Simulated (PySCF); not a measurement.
Compound: C₅H₁₁NSSi.
Structure used (GFN2-xTB), in Å, numbered top down from 1:
```xyz
19
C5H11NSSi angstrom
C     -0.1963    2.3341    2.2457
C     -0.8818    1.3725    1.6488
Si    -0.1755    0.2701    0.3058
S      1.8629    0.8645   -0.0496
C      2.3462   -0.3532   -1.3155
C     -1.2335   -0.1399   -1.2486
N     -0.9382   -1.5612   -1.0575
C     -0.5180   -1.6234    0.3436
H     -0.6238    2.9567    3.0161
H      0.8286    2.5343    1.9808
H     -1.9098    1.1982    1.9393
H      2.2691   -1.3538   -0.9055
H      1.7040   -0.2517   -2.1830
H      3.3755   -0.1341   -1.5784
H     -0.9135    0.1975   -2.2360
H     -2.2929    0.1181   -1.1358
H     -1.7028   -2.1829   -1.2929
H     -1.3150   -1.9082    1.0405
H      0.3051   -2.3282    0.4748
```

NICS = −σ at a ghost point: NICS(0) at the centroid of the ring atoms, NICS(1) 1 Å to either side along the normal of their mean plane, zz for the tensor component along that normal. Level: GIAO PBE0/pcSseg-1 (PySCF, non-relativistic, gas phase) on the GFN2-xTB geometry, one conformer.

Ring bond lengths (Å), with Mayer bond orders in brackets: Si3–C6 1.924 (0.89), C6–N7 1.464 (0.97), N7–C8 1.464 (0.97), C8–Si3 1.925 (0.89).

Q: What do the NICS probes read (ppm)?

A: 
| ring | type | NICS(0) | NICS(1), two faces | NICS(1)zz, two faces | rms pucker (Å) | centre to ring atoms, mean (Å) |
| --- | --- | --- | --- | --- | --- | --- |
| Si3–C6–N7–C8 | 4-membered ring with N and Si; formal bonds all single | -1.6 | -0.1 / -1.2 | 2.8 / -1.2 | 0.12 | 1.19 |

Q: What can be read from them?

A: 
- Si3–C6–N7–C8: mean NICS(1)zz 0.8 ppm, near zero. Si3, C6, C8 have four or more neighbours, so the value isn't read as a sign of a π ring current. The two faces differ by 4.0 ppm, so no symmetry operation interchanges them.

Q: At the second NICS(1) probe listed for ring Si3–C6–N7–C8, 1 Å off the ring, how large is the induced field along the normal in 14.1 T applied along it?

A: NICSzz × B0 = -1.2 ppm × 14.1 T = -17 μT, against the applied field.
